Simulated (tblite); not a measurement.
Isomers of C5H8SSi. Computed with GFN2-xTB (tblite): harmonic, unscaled wavenumbers at the GFN2-xTB geometry, gas phase. The method is semi-empirical: single wavenumbers can be off by several per cent or more. Modes of hydrogen on silicon can be 10 to 20 % off. One conformer each.

Electronic energies: GFN2-xTB at the same geometries; isomer energies are rough at this level and their order can be wrong.

```json
{"SMILES": "C#C[C@H]1C[SiH2]CS1", "electronic energy, lowest = 0 (kJ/mol)": "164.1"}
{"SMILES": "C=C1CC=C[SiH2]S1", "electronic energy, lowest = 0 (kJ/mol)": "27.8"}
{"SMILES": "[SiH3]Cc1ccsc1", "electronic energy, lowest = 0 (kJ/mol)": "0.0"}
{"SMILES": "C=C/C=C(\\[SiH3])C=S", "electronic energy, lowest = 0 (kJ/mol)": "157.7"}
```

How do GFN2-xTB zero-point energies change the relative energies?

```json
{"SMILES": "[SiH3]Cc1ccsc1", "ZPE (kJ/mol)": "279.7", "of it from modes above 1550 cm⁻¹": "142.4", "electronic (kJ/mol)": "0.0", "with ZPE, lowest = 0 (kJ/mol)": "0.0", "lowest mode (cm⁻¹)": "46", "rings": "1"}
{"SMILES": "C=C1CC=C[SiH2]S1", "ZPE (kJ/mol)": "287.9", "of it from modes above 1550 cm⁻¹": "156.7", "electronic (kJ/mol)": "27.8", "with ZPE, lowest = 0 (kJ/mol)": "36.0", "lowest mode (cm⁻¹)": "51", "rings": "1"}
{"SMILES": "C=C/C=C(\\[SiH3])C=S", "ZPE (kJ/mol)": "273.5", "of it from modes above 1550 cm⁻¹": "151.2", "electronic (kJ/mol)": "157.7", "with ZPE, lowest = 0 (kJ/mol)": "151.5", "lowest mode (cm⁻¹)": "52", "rings": "0"}
{"SMILES": "C#C[C@H]1C[SiH2]CS1", "ZPE (kJ/mol)": "282.3", "of it from modes above 1550 cm⁻¹": "150.3", "electronic (kJ/mol)": "164.1", "with ZPE, lowest = 0 (kJ/mol)": "166.7", "lowest mode (cm⁻¹)": "66", "rings": "1"}
```

The zero-point energies span 14.4 kJ/mol, from `C=C/C=C(\[SiH3])C=S` to `C=C1CC=C[SiH2]S1`. The order is unchanged.

What do entropy and thermal enthalpy add at 298.15 K and 1 bar (rigid rotor, harmonic oscillator, one conformer each)?

```
             SMILES  point group  symmetry number  S (J/(mol K))  H − H(0) (kJ/mol)  ZPE + H − H(0) − TS (kJ/mol)
     [SiH3]Cc1ccsc1           C1                1          378.2              24.13                         191.0
   C=C1CC=C[SiH2]S1           C1                1          368.1              23.63                         201.8
C#C[C@H]1C[SiH2]CS1           C1                1          378.9              25.10                         194.4
```

Not tabulated: `C=C/C=C(\[SiH3])C=S` (point group not settled).
